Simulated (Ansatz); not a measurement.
Consider the formal exchange of groups at the Si–F bond: `O[Si](F)(Cl)O[SiH3]` + `C=C` → `C=C[Si](O)(Cl)O[SiH3]` + H–F.

Program: Ansatz. Geometries: PBE0-D4/def2-TZVP. ΔE: electronic, gas phase. CCSD(T)/CBS adds triple-zeta CCSD(T) − MP2 to the extrapolated MP2 energy (def2 sets, frozen cores). This one scheme is used for every species. DFT in def2-TZVPP. B3LYP here is the variant with VWN-RPA as its local correlation; programs differ in this. One conformer a species, not always the lowest.

| level | ΔE (eV) |
| --- | --- |
| PBE0-D4 | 1.34 |
| r2SCAN | 1.49 |
| B3LYP | 1.56 |
| CCSD/def2-TZVPP | 1.47 |

Problem. What does CCSD(T)/CBS give? (Best estimate.)

Solution. Computed: +1.41 eV. The listed levels differ from it by -0.07, 0.08, 0.15, 0.06 eV.

Largest T1 diagnostic among the species: 0.011.

From PBE to PBE0 (25 % exact exchange), in def2-TZVPP and without D4, ΔE moves by +0.04 eV. The D4 term adds −0.13 eV with B3LYP and −0.08 eV with PBE0; it sums over pairs of atoms, weighted by their polarisabilities, and B3LYP, whose exchange is more repulsive, gets the larger term. In def2-TZVPP, CCSD(T) changes the Hartree–Fock value by −0.31 eV (the triples alone add −0.05 eV) and MP2 by −0.35 eV.
